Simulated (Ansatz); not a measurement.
Relaxation of B₈P₇H₂₄⁻, a nanocrystal cut from zinc blende BP (hydrogen-capped) with RKS r2SCAN-D4/def2-SVP.

```sh
$ ansatz run in.yaml --threads 2 --pin off --events-out ev --progress --plain --max-ram 32768MiB --backend cuda --devices 0, --max-vram 18GiB
```

```yaml
crystal:
  periodic: [false, false, false]
  atoms:
    - {symbol: B, position_ang: [-3.492500, 1.176560, -0.206550]}
    - {symbol: B, position_ang: [1.177700, -3.493900, -0.197380]}
    - {symbol: B, position_ang: [-1.181960, -1.182480, 0.020870]}
    - {symbol: B, position_ang: [-1.166580, 1.170530, 2.097970]}
    - {symbol: B, position_ang: [1.166210, -1.162360, 2.103260]}
    - {symbol: B, position_ang: [1.182720, 1.182800, 0.016960]}
    - {symbol: B, position_ang: [-1.178650, 3.492930, -0.210410]}
    - {symbol: B, position_ang: [3.492690, -1.177880, -0.199840]}
    - {symbol: P, position_ang: [-2.440310, -0.193020, -1.049270]}
    - {symbol: P, position_ang: [-2.218510, 2.219320, 0.835030]}
    - {symbol: P, position_ang: [-0.190440, -2.442680, -1.045190]}
    - {symbol: P, position_ang: [2.217190, -2.217190, 0.843790]}
    - {symbol: P, position_ang: [0.190570, 2.439520, -1.053090]}
    - {symbol: P, position_ang: [2.442090, 0.188950, -1.048790]}
    - {symbol: P, position_ang: [0.000230, 0.002320, 1.060360]}
    - {symbol: H, position_ang: [-4.050810, 1.826650, -1.038990]}
    - {symbol: H, position_ang: [-4.240560, 0.600360, 0.530230]}
    - {symbol: H, position_ang: [1.829630, -4.053690, -1.027560]}
    - {symbol: H, position_ang: [0.599140, -4.240290, 0.539250]}
    - {symbol: H, position_ang: [-1.821650, -1.819910, 0.811290]}
    - {symbol: H, position_ang: [-1.906520, 0.501110, 2.760710]}
    - {symbol: H, position_ang: [-0.496480, 1.912260, 2.758170]}
    - {symbol: H, position_ang: [0.495300, -1.900600, 2.766700]}
    - {symbol: H, position_ang: [1.906790, -0.491050, 2.763500]}
    - {symbol: H, position_ang: [1.822320, 1.823600, 0.804880]}
    - {symbol: H, position_ang: [-1.830220, 4.048810, -1.043920]}
    - {symbol: H, position_ang: [-0.602390, 4.243880, 0.523860]}
    - {symbol: H, position_ang: [4.052380, -1.831050, -1.029090]}
    - {symbol: H, position_ang: [4.240290, -0.599070, 0.535690]}
    - {symbol: H, position_ang: [-3.258500, -1.110960, -1.727750]}
    - {symbol: H, position_ang: [-1.818660, 0.240050, -2.226560]}
    - {symbol: H, position_ang: [-3.054120, 3.055670, 1.593070]}
    - {symbol: H, position_ang: [-1.105970, -3.261050, -1.725480]}
    - {symbol: H, position_ang: [0.246090, -1.821330, -2.221440]}
    - {symbol: H, position_ang: [3.052940, -3.051230, 1.604380]}
    - {symbol: H, position_ang: [-0.246120, 1.814000, -2.226950]}
    - {symbol: H, position_ang: [1.104880, 3.256100, -1.736980]}
    - {symbol: H, position_ang: [1.821480, -0.249470, -2.224640]}
    - {symbol: H, position_ang: [3.260320, 1.103790, -1.730110]}
basis:
  gaussian: {orbitals: def2-SVP}
total_charge: -1
hamiltonian: {xc: r2scan, dispersion: d4}
scf: {lower_state_search: "off"}
output: {orbitals: {seedname: orbitals}}
relax: {f_tol: 0.03, max_steps: 70}
```

It took 30 s on 2 threads of AMD EPYC 7R13 on a shared host and a share (18 GiB) of an NVIDIA H100 80GB HBM3, peak host memory 1.1 GiB.

Positions (Å) and forces (eV/Å) at steps 1, 2, 3, 4 of 4:

```xyz
39
step=1 energy=-70798.6163 eV
B    -3.493    1.177   -0.207    0.412    0.096    0.036
B     1.178   -3.494   -0.197    0.086    0.417    0.027
B    -1.182   -1.182    0.021    0.353    0.354   -0.245
B    -1.167    1.171    2.098   -0.035    0.036   -0.268
B     1.166   -1.162    2.103    0.034   -0.042   -0.271
B     1.183    1.183    0.017   -0.347   -0.350   -0.248
B    -1.179    3.493   -0.210   -0.093   -0.409    0.036
B     3.493   -1.178   -0.200   -0.407   -0.096    0.037
P    -2.440   -0.193   -1.049   -0.240   -0.298    0.052
P    -2.219    2.219    0.835   -0.107    0.113    0.170
P    -0.190   -2.443   -1.045   -0.280   -0.233    0.061
P     2.217   -2.217    0.844    0.115   -0.101    0.180
P     0.191    2.440   -1.053    0.284    0.228    0.057
P     2.442    0.189   -1.049    0.224    0.291    0.059
P     0.000    0.002    1.060    0.000   -0.003    0.086
H    -4.051    1.827   -1.039   -0.240    0.325   -0.442
H    -4.241    0.600    0.530   -0.264   -0.311    0.367
H     1.830   -4.054   -1.028    0.325   -0.239   -0.438
H     0.599   -4.240    0.539   -0.310   -0.264    0.368
H    -1.822   -1.820    0.811   -0.203   -0.203    0.305
H    -1.907    0.501    2.761   -0.365   -0.366    0.247
H    -0.496    1.912    2.758    0.366    0.364    0.244
H     0.495   -1.901    2.767   -0.365   -0.362    0.243
H     1.907   -0.491    2.764    0.365    0.366    0.242
H     1.822    1.824    0.805    0.202    0.202    0.304
H    -1.830    4.049   -1.044   -0.321    0.233   -0.435
H    -0.602    4.244    0.524    0.307    0.259    0.363
H     4.052   -1.831   -1.029    0.238   -0.325   -0.440
H     4.240   -0.599    0.536    0.259    0.308    0.366
H    -3.259   -1.111   -1.728   -0.407   -0.384   -0.066
H    -1.819    0.240   -2.227    0.370    0.331   -0.322
H    -3.054    3.056    1.593   -0.249    0.248    0.252
H    -1.106   -3.261   -1.725   -0.393   -0.414   -0.072
H     0.246   -1.821   -2.221    0.331    0.368   -0.320
H     3.053   -3.051    1.604    0.246   -0.246    0.254
H    -0.246    1.814   -2.227   -0.332   -0.370   -0.321
H     1.105    3.256   -1.737    0.396    0.415   -0.074
H     1.821   -0.249   -2.225   -0.371   -0.330   -0.321
H     3.260    1.104   -1.730    0.415    0.392   -0.073
39
step=2 energy=-70798.8650 eV
B    -3.492    1.176   -0.207   -0.058    0.069    0.081
B     1.177   -3.491   -0.198    0.066   -0.057    0.078
B    -1.182   -1.182   -0.013   -0.032   -0.032    0.002
B    -1.172    1.176    2.097   -0.066    0.067    0.033
B     1.171   -1.168    2.102    0.068   -0.068    0.032
B     1.183    1.182   -0.016    0.035    0.033   -0.002
B    -1.177    3.490   -0.211   -0.070    0.060    0.080
B     3.492   -1.177   -0.201    0.059   -0.072    0.083
P    -2.496   -0.238   -1.077    0.213    0.148    0.193
P    -2.250    2.250    0.863    0.281   -0.278   -0.272
P    -0.235   -2.497   -1.073    0.152    0.212    0.198
P     2.249   -2.248    0.872   -0.280    0.281   -0.272
P     0.235    2.493   -1.082   -0.150   -0.213    0.200
P     2.497    0.234   -1.077   -0.217   -0.147    0.199
P     0.000    0.002    1.047   -0.001   -0.003   -0.405
H    -4.060    1.833   -1.053   -0.126    0.092   -0.127
H    -4.234    0.584    0.549   -0.158   -0.086    0.109
H     1.836   -4.061   -1.041    0.091   -0.127   -0.126
H     0.583   -4.233    0.559   -0.086   -0.158    0.108
H    -1.814   -1.813    0.809   -0.089   -0.091    0.120
H    -1.919    0.481    2.757   -0.076   -0.120    0.096
H    -0.477    1.924    2.755    0.119    0.077    0.096
H     0.475   -1.913    2.763   -0.118   -0.076    0.095
H     1.919   -0.471    2.760    0.075    0.121    0.096
H     1.815    1.816    0.803    0.088    0.090    0.119
H    -1.836    4.056   -1.058   -0.090    0.125   -0.125
H    -0.584    4.236    0.543    0.085    0.156    0.106
H     4.061   -1.837   -1.044    0.126   -0.092   -0.126
H     4.234   -0.582    0.555    0.157    0.087    0.106
H    -3.360   -1.178   -1.700   -0.065   -0.009   -0.015
H    -1.844    0.242   -2.240    0.014    0.011   -0.190
H    -3.090    3.091    1.634   -0.068    0.069    0.023
H    -1.173   -3.362   -1.698   -0.011   -0.069   -0.016
H     0.247   -1.846   -2.235    0.012    0.014   -0.190
H     3.089   -3.086    1.647    0.068   -0.068    0.024
H    -0.247    1.838   -2.242   -0.011   -0.015   -0.190
H     1.174    3.357   -1.710    0.012    0.069   -0.016
H     1.846   -0.250   -2.238   -0.014   -0.012   -0.190
H     3.362    1.171   -1.703    0.068    0.012   -0.017
39
step=3 energy=-70798.9197 eV
B    -3.514    1.184   -0.205   -0.050    0.048    0.050
B     1.185   -3.514   -0.196    0.046   -0.048    0.048
B    -1.187   -1.187   -0.015   -0.005   -0.005    0.039
B    -1.170    1.174    2.097   -0.023    0.023    0.068
B     1.169   -1.166    2.102    0.023   -0.023    0.066
B     1.187    1.187   -0.018    0.007    0.006    0.038
B    -1.185    3.513   -0.209   -0.048    0.049    0.049
B     3.514   -1.185   -0.199    0.050   -0.049    0.051
P    -2.498   -0.223   -1.073    0.031   -0.035   -0.014
P    -2.244    2.245    0.851    0.002   -0.001   -0.017
P    -0.220   -2.499   -1.068   -0.033    0.030   -0.012
P     2.243   -2.242    0.860   -0.001    0.003   -0.016
P     0.221    2.495   -1.077    0.034   -0.031   -0.012
P     2.499    0.219   -1.072   -0.033    0.036   -0.012
P     0.000    0.002    1.032    0.000   -0.001   -0.134
H    -4.092    1.843   -1.056    0.001   -0.005   -0.005
H    -4.261    0.588    0.557    0.006   -0.002    0.004
H     1.846   -4.093   -1.044   -0.005    0.001   -0.005
H     0.587   -4.260    0.566   -0.002    0.006    0.004
H    -1.821   -1.820    0.815    0.001    0.001   -0.003
H    -1.914    0.466    2.761    0.003   -0.001   -0.009
H    -0.462    1.920    2.758    0.001   -0.003   -0.009
H     0.460   -1.909    2.766   -0.001    0.003   -0.009
H     1.914   -0.456    2.763   -0.003    0.001   -0.009
H     1.821    1.823    0.809   -0.002   -0.001   -0.004
H    -1.846    4.088   -1.060    0.005   -0.001   -0.004
H    -0.588    4.263    0.550    0.002   -0.007    0.004
H     4.092   -1.847   -1.047   -0.002    0.005   -0.005
H     4.261   -0.586    0.562   -0.006    0.002    0.004
H    -3.380   -1.162   -1.682    0.007    0.010   -0.011
H    -1.863    0.246   -2.257   -0.018   -0.013   -0.037
H    -3.088    3.090    1.621   -0.019    0.019    0.023
H    -1.157   -3.382   -1.680    0.009    0.006   -0.011
H     0.252   -1.865   -2.252   -0.013   -0.018   -0.037
H     3.087   -3.084    1.634    0.019   -0.019    0.023
H    -0.251    1.857   -2.259    0.013    0.018   -0.037
H     1.158    3.376   -1.691   -0.009   -0.006   -0.011
H     1.864   -0.254   -2.255    0.018    0.013   -0.037
H     3.381    1.155   -1.685   -0.006   -0.009   -0.011
39
step=4 energy=-70798.9246 eV
B    -3.520    1.187   -0.194    0.002   -0.007   -0.007
B     1.188   -3.520   -0.185   -0.006    0.002   -0.007
B    -1.187   -1.187   -0.031    0.009    0.010    0.005
B    -1.167    1.171    2.093   -0.001    0.001   -0.012
B     1.166   -1.163    2.098    0.001   -0.001   -0.012
B     1.187    1.187   -0.034   -0.009   -0.009    0.004
B    -1.188    3.519   -0.199    0.006   -0.002   -0.008
B     3.520   -1.187   -0.188   -0.002    0.007   -0.008
P    -2.507   -0.223   -1.080   -0.005   -0.008    0.001
P    -2.247    2.248    0.855    0.013   -0.013    0.010
P    -0.220   -2.509   -1.076   -0.008   -0.005    0.001
P     2.246   -2.245    0.865   -0.013    0.013    0.010
P     0.221    2.505   -1.085    0.008    0.005    0.001
P     2.508    0.219   -1.079    0.004    0.008    0.001
P     0.000    0.002    1.013    0.000    0.000   -0.018
H    -4.107    1.843   -1.040   -0.006   -0.004    0.000
H    -4.256    0.583    0.573   -0.001   -0.002   -0.003
H     1.846   -4.108   -1.029   -0.004   -0.006    0.000
H     0.582   -4.254    0.582   -0.002   -0.001   -0.003
H    -1.819   -1.818    0.801   -0.004   -0.004   -0.001
H    -1.907    0.458    2.755   -0.003   -0.006    0.002
H    -0.453    1.912    2.752    0.006    0.003    0.002
H     0.452   -1.901    2.759   -0.006   -0.003    0.002
H     1.906   -0.447    2.757    0.003    0.006    0.002
H     1.818    1.821    0.796    0.004    0.004   -0.001
H    -1.846    4.104   -1.045    0.004    0.006    0.000
H    -0.583    4.257    0.566    0.002    0.001   -0.003
H     4.107   -1.847   -1.031    0.006    0.004    0.000
H     4.255   -0.581    0.578    0.001    0.002   -0.003
H    -3.398   -1.163   -1.673   -0.001    0.008    0.003
H    -1.898    0.237   -2.283    0.001    0.006    0.006
H    -3.088    3.090    1.634   -0.007    0.007    0.004
H    -1.159   -3.401   -1.670    0.008   -0.001    0.003
H     0.243   -1.901   -2.278    0.006    0.001    0.006
H     3.087   -3.084    1.647    0.007   -0.007    0.004
H    -0.241    1.892   -2.285   -0.006   -0.001    0.006
H     1.159    3.395   -1.682   -0.008    0.001    0.003
H     1.899   -0.245   -2.281   -0.001   -0.006    0.006
H     3.399    1.157   -1.676    0.001   -0.008    0.004
```
